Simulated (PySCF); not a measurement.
C5H7F, SMILES C1C(F)CC1=C.

The structure is a stationary point at B3LYP-D3(BJ)/def2-SVP.

Computed with TDDFT-PBE/def2-SVPD run with PySCF.

Vertical excitations.  State labels are in the subgroup Cs.

Computed lowest excited states:
| state | symmetry | energy (eV) | λ (nm) | f | main pairs |
|---|---|---|---|---|---|
| S1 | A' | 6.23 | 199 | 0.123 | HOMO→LUMO 62 %, HOMO→LUMO+1 16 %, HOMO−2→LUMO 10 % |
| S2 | A' | 6.48 | 191 | 0.039 | HOMO→LUMO+1 82 % |
| S3 | A" | 6.53 | 190 | 0.001 | HOMO−1→LUMO 98 % |
| S4 | A' | 6.78 | 183 | 0.004 | HOMO−2→LUMO 68 %, HOMO→LUMO+2 29 % |
| S5 | A" | 6.98 | 178 | 0.001 | HOMO−3→LUMO 97 % |
| S6 | A' | 7.04 | 176 | 0.118 | HOMO→LUMO+2 55 %, HOMO→LUMO 15 %, HOMO−2→LUMO 14 %, HOMO→LUMO+4 11 % |
| S7 | A" | 7.19 | 172 | 0.000 | HOMO→LUMO+3 100 % |
| S8 | A' | 7.64 | 162 | 0.059 | HOMO→LUMO+4 80 % |
| S9 | A' | 7.76 | 160 | 0.034 | HOMO→LUMO+5 94 % |
| S10 | A" | 7.79 | 159 | 0.037 | HOMO−1→LUMO+1 99 % |
| T1 | A' | 4.24 | 292 | 0 | HOMO→LUMO 97 % |
| T2 | A' | 6.34 | 196 | 0 | HOMO→LUMO+1 99 % |
| T3 | A" | 6.39 | 194 | 0 | HOMO−1→LUMO 93 % |
| T4 | A' | 6.50 | 191 | 0 | HOMO−2→LUMO 97 % |
Triplets are in the Tamm–Dancoff approximation, which puts them higher than full response would, so one can lie above its singlet here.
